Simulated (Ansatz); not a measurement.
`F/C=C(\F)C(F)F` + `CCF` → `CC(F)C(F)F` + `F/C=C/F` at 400 K and 1 bar (formal exchange of groups at a C–C bond).

Computed with Ansatz on PBE0-D4/def2-TZVP structures; ΔE is electronic, products minus reactants. CBS: MP2 limit from def2 TZ/QZ plus the TZ coupled-cluster correction, frozen cores. Double bonds are as drawn, so ΔE can hold a change between cis and trans. One conformer a species, not always the lowest.

```json
{"species": "`F/C=C(\\F)C(F)F`", "CCSD(T)/CBS energy (Eh)": "-514.47128", "H − E (kJ/mol)": "163.9", "S (J/(mol·K))": "373.3"}
{"species": "`CCF`", "CCSD(T)/CBS energy (Eh)": "-178.90141", "H − E (kJ/mol)": "197.7", "S (J/(mol·K))": "282.3"}
{"species": "`CC(F)C(F)F`", "CCSD(T)/CBS energy (Eh)": "-416.54034", "H − E (kJ/mol)": "244.3", "S (J/(mol·K))": "361.3"}
{"species": "`F/C=C/F`", "CCSD(T)/CBS energy (Eh)": "-276.83639", "H − E (kJ/mol)": "116.5", "S (J/(mol·K))": "286.3"}
```

H − E and S are ideal-gas, rigid-rotor, harmonic terms from PBE0-D4/def2-TZVP, for one conformer and one mirror image of each species. 1 Eh = 2625.50 kJ/mol, R = 8.31446 J/(mol·K).

Q: By hand: ΔE, ΔH, ΔS and ΔG.

A: ΔE = (-416.54034) + (-276.83639) − (-514.47128) − (-178.90141) = -0.00404 Eh = -10.6 kJ/mol. Δ(H − E) = 244.3 + 116.5 − 163.9 − 197.7 = -0.8, so ΔH = -11.4 kJ/mol. ΔS = 361.3 + 286.3 − 373.3 − 282.3 = -8.0 J/(mol·K). ΔG = -11.4 − 400 × (-8.0)/1000 = -8.2 kJ/mol.

Q: By hand: the equilibrium constant, and the temperature at which ΔG would vanish if ΔH and ΔS stayed fixed.

A: log₁₀ K = −ΔG/(RT ln 10) = 1.1. ΔG = 0 at ΔH/ΔS = 1425 K, though so small a ΔS makes that figure unsure.

The number of gas molecules stays the same, so ΔS is small and ΔH decides. A doubt of 5 kJ/mol in ΔE shifts log₁₀ K by 0.7 here. Other conformers and mirror images would add mixing entropy, several J/(mol·K) or more a flexible species. These are equilibria of isolated gas molecules and say nothing of rates. Largest T1 diagnostic: 0.012 (customary marks: 0.02 for closed shells, 0.045 for open ones).
